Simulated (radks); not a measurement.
V+, 22 electrons, occupied as [Ar] 3d4 (the NIST ground configuration).

Calculated with a radial shooting solver on a logarithmic mesh with Libxc functionals: Dirac Kohn-Sham, PBE, spin-unpolarised, spherical densities, finite nucleus; open shells fill j = l - 1/2 first; Fermi nuclear charge, rms radius 3.6002 fm.

Energy parts (hartree):
part                       energy
total                  -948.75514
kinetic                 958.93611
electron-nucleus      -2257.24046
Hartree                 394.72346
exchange-correlation    -45.17425

Orbitals (lengths in bohr, moments of r in powers of bohr; r(90%) holds 90 % of the orbital's charge):
orbital  occ.  eigenvalue (hartree)  r(90%)     <r^2>  small-component weight
1s1/2       2             -197.2239   0.119  0.005936                6.80e-03
2s1/2       2             -22.22195   0.478    0.1122                1.20e-03
2p1/2       2             -18.74350   0.448   0.09136                1.18e-03
2p3/2       4             -18.48240   0.451   0.09309                1.17e-03
3s1/2       2              -2.68738    1.43     1.055                2.48e-04
3p1/2       2              -1.75203    1.58     1.239                2.13e-04
3p3/2       4              -1.72224    1.60     1.261                2.10e-04
3d3/2       4              -0.33050    2.79     3.275                1.09e-04
3d5/2       0              -0.32837    2.81     3.306                1.08e-04

The highest occupied level is 3d3/2 at -8.993 eV. Summed over all electrons, <r^2> = 23.53 bohr^2, which gives a Langevin (diamagnetic) susceptibility term of -18.6 x 10^-6 cm^3/mol. The density falls to 0.001 e/bohr^3 at r = 3.69 bohr. For comparison, the ionisation energy in NIST's Atomic Spectra Database is 14.63 eV (measured). In exact Kohn-Sham theory the highest level is minus the ionisation energy, but local and semilocal functionals leave it too shallow, through self-interaction and a potential that decays too fast; potentials with the right tail come closer. The electron density at the nucleus is 9881 e/bohr^3.

Beside tabulated values, note that spin-unpolarised runs miss the spin-polarisation part of the exchange energy of open shells.
